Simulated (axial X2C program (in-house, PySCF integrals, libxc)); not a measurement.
Outer orbitals of VN⁻ at 1.543 Å, B97-3

All values were computed with an axial X2C code built on PySCF integrals. Spin-free means the one-electron spin-free X2C Hamiltonian; two-component (2c) means X2C with spin–orbit coupling and atomic mean-field two-electron Coulomb and Gaunt terms, so the difference of the two also holds small scalar two-electron terms. Basis: V dyall-acv3z [11s11p7d4f2g], N dyall-av3z [7s7p3d2f] (cores contracted in-house); Gaussian nuclei, density fitting, unrestricted open shells. Masses: V 50.944 u, N 14.003 u.

The distance is close to the 2c PBE0 minimum; the highest filled and lowest empty levels are listed.

Spin-free orbitals, state M_S = 1/2, Λ = 2 (beyond evenly filled blocks: δ+α) (Löwdin shares):

```csv
symmetry,occupied,ε (eV),atomic character
σβ,yes,-14.13,"61% N s, 16% V d, 11% V p"
σα,yes,-13.75,"60% N s, 17% V d, 11% V p"
π+α,yes,-3.14,"49% N p, 44% V d, 3% V p"
σα,yes,-3.12,"46% N p, 41% V d, 6% N s"
π+β,yes,-3.11,"58% N p, 33% V d, 4% V p"
π-β,yes,-3.11,"58% N p, 33% V d, 4% V p"
π-α,yes,-3.07,"50% N p, 42% V d, 3% V p"
σβ,yes,-2.97,"55% N p, 33% V d, 5% N s"
δ+α,yes,-1.93,97% V d
σα,yes,0.04,"59% V s, 15% N p, 12% V p"
σβ,yes,0.29,"62% V s, 14% V p, 11% N p"
π-β,no,1.77,100% V p
π+β,no,1.77,100% V p
σβ,no,1.82,99% V p
π+α,no,1.95,99% V p
π-α,no,1.95,99% V p
```

The highest filled level is positive, so this functional does not bind it, and the empty levels of an anion are set by the basis.

Spinors with spin–orbit coupling (state Ω = 3/2):

```json
{"ω": "1/2", "occupied": "yes", "ε (eV)": "-14.13", "atomic character": "61% N s, 16% V d, 11% V p", "λ mixture": "100% σ"}
{"ω": "-1/2", "occupied": "yes", "ε (eV)": "-13.75", "atomic character": "60% N s, 17% V d, 11% V p", "λ mixture": "100% σ"}
{"ω": "1/2", "occupied": "yes", "ε (eV)": "-3.15", "atomic character": "49% N p, 44% V d, 3% V p", "λ mixture": "100% π"}
{"ω": "-1/2", "occupied": "yes", "ε (eV)": "-3.13", "atomic character": "49% N p, 39% V d, 5% N s", "λ mixture": "75% σ, 25% π"}
{"ω": "-1/2", "occupied": "yes", "ε (eV)": "-3.11", "atomic character": "55% N p, 35% V d, 4% V p", "λ mixture": "75% π, 25% σ"}
{"ω": "3/2", "occupied": "yes", "ε (eV)": "-3.10", "atomic character": "58% N p, 33% V d, 4% V p", "λ mixture": "100% π"}
{"ω": "-3/2", "occupied": "yes", "ε (eV)": "-3.06", "atomic character": "50% N p, 42% V d, 3% V p", "λ mixture": "100% π"}
{"ω": "1/2", "occupied": "yes", "ε (eV)": "-2.98", "atomic character": "55% N p, 33% V d, 5% N s", "λ mixture": "100% σ"}
{"ω": "3/2", "occupied": "yes", "ε (eV)": "-1.95", "atomic character": "97% V d", "λ mixture": "100% δ"}
{"ω": "-1/2", "occupied": "yes", "ε (eV)": "0.04", "atomic character": "59% V s, 15% N p, 12% V p", "λ mixture": "100% σ"}
{"ω": "1/2", "occupied": "yes", "ε (eV)": "0.29", "atomic character": "62% V s, 14% V p, 11% N p", "λ mixture": "100% σ"}
{"ω": "-1/2", "occupied": "no", "ε (eV)": "1.77", "atomic character": "100% V p", "λ mixture": "100% π"}
{"ω": "3/2", "occupied": "no", "ε (eV)": "1.77", "atomic character": "100% V p", "λ mixture": "100% π"}
{"ω": "1/2", "occupied": "no", "ε (eV)": "1.82", "atomic character": "99% V p", "λ mixture": "100% σ"}
{"ω": "1/2", "occupied": "no", "ε (eV)": "1.95", "atomic character": "99% V p", "λ mixture": "100% π"}
{"ω": "-3/2", "occupied": "no", "ε (eV)": "1.95", "atomic character": "99% V p", "λ mixture": "100% π"}
```

The highest filled level is positive, so this functional does not bind it, and the empty levels of an anion are set by the basis.

Mulliken charges and populations of the two-component result (they depend on the basis, above all on diffuse functions):

V -0.60 e (s 7.73 p 12.38 d 3.45 f 0.03), N -0.40 e (s 3.74 p 3.59 d 0.05 f 0.01). ⟨Lz⟩ = 2.00 ħ and ⟨Sz⟩ = -0.50 ħ (-0.65 and 0.15 on the two atoms), which add up to Ω.

The state is one determinant whose occupation by symmetry is held fixed; it was picked as the lowest of a PBE0 search that is not exhaustive. Density functionals use the spin component along the axis (collinear). Other states lie close and PBE0, whose exact exchange favours high spin, may order them wrongly; the determinant shown need not be the ground state. The nearest other spin-free determinant of the search, M_S = 3/2, Λ = 0, lies 0.14 eV up at the distance of the search. Without a current term, density functionals place determinants with orbital angular momentum somewhat too high. The highest occupied level of some functionals is positive through self-interaction error; at Hartree–Fock it is bound. The determinant is spin-polarised beyond a pure state at some levels (its spin-free form has ⟨S²⟩ too high), which makes Re and μ there less reliable.
